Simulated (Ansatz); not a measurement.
`[BH2][GeH2][SiH2][SiH3]` + `N=CF` → `F/C=N/[SiH3]` + `[BH2][GeH2][SiH3]`  (cleavage of the Si–Si bond)

Program: Ansatz. Geometries: PBE0-D4/def2-TZVP. ΔE: electronic, gas phase. CCSD(T)/CBS adds triple-zeta CCSD(T) − MP2 to the extrapolated MP2 energy (def2 sets, frozen cores). This one scheme is used for every species. Functionals use def2-TZVPP. B3LYP here is the variant with VWN-RPA as its local correlation; programs differ in this. For Ge outer-core shells are correlated without core-valence functions, which leaves a few kJ/mol of doubt a bond. Scalar relativity is left out up to krypton. One conformer a species, not always the lowest.

`[BH2][GeH2][SiH2][SiH3]`:

```xyz
13

B     1.794    0.898    1.242
Ge   -0.105    0.320    1.710
Si   -1.277    0.314   -0.383
Si   -0.204   -1.114   -1.888
H     2.097    2.053    1.232
H     2.599    0.091    0.885
H    -0.852    1.269    2.665
H    -0.205   -1.112    2.266
H    -1.306    1.695   -0.939
H    -2.683   -0.126   -0.160
H    -0.127   -2.486   -1.316
H     1.183   -0.624   -2.121
H    -0.913   -1.179   -3.194
```

`N=CF`:

Z-matrix (Å, degrees):
```
C
N 1 1.242
F 1 1.328 2 120.0
H 1 1.092 2 129.8 3 -180.0
H 2 1.016 1 110.6 3 -180.0
```

`F/C=N/[SiH3]`:

```xyz
8

F    -1.404   -2.236    0.704
C    -0.567   -1.200    0.616
N    -0.619   -0.411   -0.332
Si    0.409    0.968   -0.558
H     0.103   -1.207    1.482
H    -0.449    2.174   -0.618
H     1.398    1.116    0.549
H     1.129    0.796   -1.842
```

`[BH2][GeH2][SiH3]`:

Z-matrix (Å, degrees):
```
Ge
Si 1 2.394
B 1 2.040 2 105.9
H 1 1.540 2 106.8 3 -122.0
H 1 1.540 2 106.8 3 122.1
H 2 1.487 1 110.3 3 58.9
H 2 1.487 1 110.0 3 179.0
H 2 1.487 1 110.3 3 -61.0
H 3 1.194 1 120.5 2 -87.5
H 3 1.194 1 120.6 2 87.8
```

| level | ΔE (kcal/mol) | difference from CCSD(T)/CBS |
| --- | --- | --- |
| PBE-D4 | -5.4 | 3.5 |
| r2SCAN-D4 | -8.4 | 0.5 |
| PBE0-D4 | -6.2 | 2.7 |
| B3LYP-D4 | -9.5 | -0.6 |
| ωB97X-V | -9.2 | -0.3 |
| ωB97M-V | -10.2 | -1.3 |
| B2PLYP | -11.0 | -2.1 |
| PBE | -6.2 | 2.7 |
| r2SCAN | -8.7 | 0.2 |
| PBE0 | -7.0 | 1.9 |
| B3LYP | -10.8 | -1.9 |
| HF/def2-TZVPP | -14.2 | -5.3 |
| MP2/def2-TZVPP | -11.0 | -2.1 |
| SCS-MP2/def2-TZVPP | -11.7 | -2.8 |
| CCSD/def2-TZVPP | -9.4 | -0.5 |
| CCSD(T)/def2-TZVPP | -8.9 | 0.0 |
| HF/def2-QZVPP | -14.5 | -5.6 |
| MP2/def2-QZVPP | -11.1 | -2.2 |
| SCS-MP2/def2-QZVPP | -11.8 | -2.9 |
| HF/CBS(def2) | -14.5 | -5.6 |
| MP2/CBS(def2) | -11.0 | -2.1 |
| CCSD/CBS(def2) | -9.5 | -0.6 |
| CCSD(T)/CBS | -8.9 | 0 |

Largest T1 diagnostic among the species: 0.014.

The D4 term adds +1.2 kcal/mol with B3LYP and +0.8 kcal/mol with PBE0; it sums over pairs of atoms, weighted by their polarisabilities, and B3LYP, whose exchange is more repulsive, gets the larger term. In def2-TZVPP, CCSD(T) changes the Hartree–Fock value by +5.3 kcal/mol (the triples alone add +0.5 kcal/mol) and MP2 by +3.2 kcal/mol. From PBE to PBE0 (25 % exact exchange), in def2-TZVPP and without D4, ΔE moves by −0.8 kcal/mol.
